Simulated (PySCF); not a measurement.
The first ionisation energy along the 3d series

All values are computed (PySCF 2.14, energy differences of UHF-based or UKS calculations, no spin-orbit coupling). Values in eV. The last column holds reference values (NIST; (s) semi-empirical, (t) theoretical, else measured). Unmarked ones compare directly (S terms, centres of terms, or small fine structure); those marked * lie between the lowest fine-structure levels and include a spin-orbit shift.

| element | configurations | UHF | MP2 (valence) | SCS-MP2 (valence) | reference |
| --- | --- | --- | --- | --- | --- |
| Sc (cc-pVTZ, non-relativistic) | [Ar] 3d1 4s2 → [Ar] 3d1 4s1 | 5.362 | 6.064 | 6.210 | 6.562 |
| Ti (cc-pVTZ, non-relativistic) | [Ar] 3d2 4s2 → [Ar] 3d2 4s1 | 5.524 | 6.306 | 6.474 | 6.828 |
| Cr (cc-pVTZ, non-relativistic) | [Ar] 3d5 4s1 → [Ar] 3d5 | 5.903 | 6.362 | 6.056 | 6.767 |
| Mn (cc-pVTZ, non-relativistic) | [Ar] 3d5 4s2 → [Ar] 3d5 4s1 | 5.973 | 6.897 | 7.105 | 7.434 |
| Fe (cc-pVTZ, non-relativistic) | [Ar] 3d6 4s2 → [Ar] 3d6 4s1 | 6.363 | 7.355 | 7.529 | 7.904 |
| Co (cc-pVTZ, non-relativistic) | [Ar] 3d7 4s2 → [Ar] 3d8 | 7.850 | 6.894 | 6.926 | 7.869 |
| Ni (cc-pVTZ, non-relativistic) | [Ar] 3d8 4s2 → [Ar] 3d9 | 7.721 | 6.387 | 6.598 | 7.640 * |
| Cu (cc-pVTZ-PP with ECP10MDF, ECP) | [Ar] 3d10 4s1 → [Ar] 3d10 | 6.580 | 7.476 | 7.327 | 7.726 |
| Zn (cc-pVTZ-PP with ECP10MDF, ECP) | [Ar] 3d10 4s2 → [Ar] 3d10 4s1 | 7.805 | 9.046 | 9.063 | 9.394 |

Fill in the row of V (cc-pVTZ, non-relativistic) ([Ar] 3d3 4s2 → [Ar] 3d4).

UHF 5.911; MP2 (valence) 6.267; SCS-MP2 (valence) 6.773; reference 6.732 (eV).

"Valence" correlates the outer s and p shells and, in groups 3 to 12 and the f block, the outer d or f shell, open or full, or the next shell where the ion has no valence electron left; the wider scheme adds the next inner shell.
